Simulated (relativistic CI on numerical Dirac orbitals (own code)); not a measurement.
Level scheme of Ge²⁺

Computed by Dirac-Coulomb-Breit CI, separate exchange-only KLI orbitals for each configuration, model QED (radiative potential, 1s self-energy scaled to tabulated hydrogen-like ionisation energies), valence Slater integrals scaled by 0.85, configuration energies shifted to the measured levels that pair with them (semi-empirical) (own radial code, finite nucleus).

CI space (outside the closed core [Ar] 3d10): 4s2, 4s 4p, 4p2, 4s 5s, 4s 4d, 4s 5p, 4s 4f, 4s 6s, 4s 5d, 4s 7s, 4s 5g, 4s 6d, 4p 4d, 4s 8s, 4s 6g, 4d2, 4f2, 4s 6p, 4p 4f, 4s 5f, 4p 5s, 4d 4f. Levels of other configurations are missing.

| No. | Configuration | Term | J | E (cm⁻¹) | % | Landé g | Lifetime (s) | jj configuration (%) |
| --- | --- | --- | --- | --- | --- | --- | --- | --- |
| 1 | 4s2 | 1S | 0 | 0.0 | 97 |  |  | closed (97) |
| 2 | 4s 4p | 3P° | 0 | 61757.7 | 100 |  |  | 4s 4p1/2 (100) |
| 3 | 4s 4p | 3P° | 1 | 62476.1 | 100 | 1.500 | 1.11e-06 | 4s 4p1/2 (69) |
| 4 | 4s 4p | 3P° | 2 | 64000.4 | 100 | 1.501 | 1.24e+01 | 4s 4p3/2 (100) |
| 5 | 4s 4p | 1P° | 1 | 93370.0 | 97 | 1.000 | 2.52e-10 | 4s 4p3/2 (67) |
| 6 | 4p2 | 1D | 2 | 144691.7 | 65 | 1.012 | 8.68e-09 | 4p1/2 4p3/2 (56) |
| 7 | 4p2 | 3P | 0 | 147780.5 | 99 |  | 3.08e-10 | 4p1/2^2 (73) |
| 8 | 4p2 | 3P | 1 | 148640.1 | 100 | 1.501 | 3.03e-10 | 4p1/2 4p3/2 (100) |
| 9 | 4p2 | 3P | 2 | 150221.4 | 97 | 1.489 | 3.02e-10 | 4p3/2^2 (76) |
| 10 | 4s 5s | 3S | 1 | 158175.8 | 100 | 2.002 | 3.77e-10 | 4s 5s (100) |
| 11 | 4s 4d | 3D | 1 | 162845.4 | 100 | 0.499 | 2.41e-10 | 4s 4d3/2 (100) |
| 12 | 4s 4d | 3D | 2 | 162905.1 | 100 | 1.167 | 2.44e-10 | 4s 4d3/2 (60) |
| 13 | 4s 4d | 3D | 3 | 162996.0 | 100 | 1.334 | 2.49e-10 | 4s 4d5/2 (100) |
| 14 | 4s 5s | 1S | 0 | 163921.7 | 99 |  | 4.51e-10 | 4s 5s (99) |
| 15 | 4p2 | 1S | 0 | 174784.0 | 95 |  | 3.23e-10 | 4p3/2^2 (70) |
| 16 | 4s 4d | 1D | 2 | 179052.3 | 64 | 1.000 | 1.77e-10 | 4s 4d5/2 (39) |
| 17 | 4s 5p | 3P° | 0 | 181849.1 | 99 |  | 3.84e-09 | 4s 5p1/2 (99) |
| 18 | 4s 5p | 3P° | 1 | 182027.8 | 99 | 1.497 | 3.74e-09 | 4s 5p1/2 (74) |
| 19 | 4s 5p | 3P° | 2 | 182459.0 | 99 | 1.501 | 3.58e-09 | 4s 5p3/2 (99) |
| 20 | 4s 5p | 1P° | 1 | 185369.9 | 96 | 1.004 | 2.65e-09 | 4s 5p3/2 (72) |
| 21 | 4s 4f | 3F° | 2 | 210443.7 | 96 | 0.666 | 1.10e-09 | 4s 4f5/2 (96) |
| 22 | 4s 4f | 3F° | 3 | 210464.1 | 81 | 1.071 | 1.04e-09 | 4s 4f7/2 (78) |
| 23 | 4s 4f | 3F° | 4 | 210521.0 | 97 | 1.251 | 1.08e-09 | 4s 4f7/2 (97) |
| 24 | 4s 4f | 1F° | 3 | 210551.2 | 82 | 1.013 | 8.43e-10 | 4s 4f5/2 (78) |
| 25 | 4s 6s | 3S | 1 | 210847.2 | 100 | 2.002 | 6.03e-10 | 4s 6s (100) |
| 26 | 4s 6s | 1S | 0 | 212954.9 | 99 |  | 7.02e-10 | 4s 6s (99) |
| 27 | 4s 5d | 3D | 1 | 213125.3 | 100 | 0.499 | 6.58e-10 | 4s 5d3/2 (100) |
| 28 | 4s 5d | 3D | 2 | 213150.3 | 100 | 1.167 | 6.66e-10 | 4s 5d3/2 (61) |
| 29 | 4s 5d | 3D | 3 | 213188.5 | 100 | 1.334 | 6.79e-10 | 4s 5d5/2 (100) |
| 30 | 4s 5d | 1D | 2 | 217059.1 | 94 | 1.000 | 4.03e-10 | 4s 5d5/2 (57) |
| 31 | 4s 6p‡ | 3P° | 0 | 220572.9 | 99 |  | 1.33e-08 | 4s 6p1/2 (99) |
| 32 | 4s 6p‡ | 3P° | 1 | 220644.3 | 96 | 1.484 | 1.06e-08 | 4s 6p1/2 (82) |
| 33 | 4s 6p‡ | 3P° | 2 | 220848.6 | 99 | 1.501 | 1.24e-08 | 4s 6p3/2 (99) |
| 34 | 4s 6p‡ | 1P° | 1 | 221252.8 | 92 | 1.017 | 1.81e-09 | 4s 6p3/2 (79) |
| 35 | 4s 5f‡ | 3F° | 2 | 233501.6 | 61 | 0.669 | 2.85e-09 | 4s 5f5/2 (61) |
| 36 | 4s 5f‡ | 3F° | 3 | 233804.5 | 67 | 1.083 | 3.42e-09 | 4s 5f7/2 (36) |
| 37 | 4s 5f‡ | 3F° | 4 | 234144.3 | 75 | 1.251 | 4.05e-09 | 4s 5f7/2 (75) |
| 38 | 4s 7s | 3S | 1 | 234234.8 | 100 | 2.002 | 7.85e-10 | 4s 7s (100) |
| 39 | 4s 5g | 3G | 3 | 234915.9 | 100 | 0.749 | 2.59e-09 | 4s 5g7/2 (100) |
| 40 | 4s 5g | 3G | 4 | 234916.2 | 60 | 1.030 | 2.57e-09 | 4s 5g9/2 (97) |
| 41 | 4s 5g | 1G | 4 | 234920.3 | 60 | 1.020 | 2.57e-09 | 4s 5g7/2 (97) |
| 42 | 4s 5g | 3G | 5 | 234920.3 | 100 | 1.200 | 2.59e-09 | 4s 5g9/2 (100) |
| 43 | 4s 5f‡ | 1F° | 3 | 235026.8 | 94 | 1.001 | 1.25e-09 | 4s 5f5/2 (49) |
| 44 | 4s 7s | 1S | 0 | 235297.3 | 99 |  | 4.07e-09 | 4s 7s (99) |
| 45 | 4s 6d | 3D | 1 | 235437.7 | 100 | 0.499 | 1.33e-09 | 4s 6d3/2 (100) |

Energies count from the lowest computed level; ° marks odd parity; lifetimes are radiative, by E1, M1, E2, M2, E3 decay to levels of this space only; some are left blank where a channel outside the calculation adds to the decay or the decay crosses a small, uncertain gap. Filled j subshells are mostly left out of the jj labels. ‡ marks configurations that were not tied to measured data.

The mean weight of the leading LS term, summed over parents, in these 45 levels is 92 %, and that of the leading jj configuration (from the same eigenvectors) 84 %.

Configurations whose levels could be paired with our table of measured levels were shifted onto them, all but the ground configuration, by the median error of their levels; single terms can still be off by 1,000 to 2,000 cm⁻¹ or more, and rates follow the energies as ν³ (E1, M1) or ν⁵ (E2). The others borrow a shift and can be off by several thousand cm⁻¹ or more. The fine structure of a lone outer electron comes out too small, for d and f at times inverted, and misplaced configurations move strength between like terms. 45 of the 45 excited levels that our extract of the measured tables holds in this range could be paired (the sources list more); they are missed by 226 cm⁻¹ on average and 1497 at most, after the shifts were fitted to these levels, and levels without a partner can miss by more.
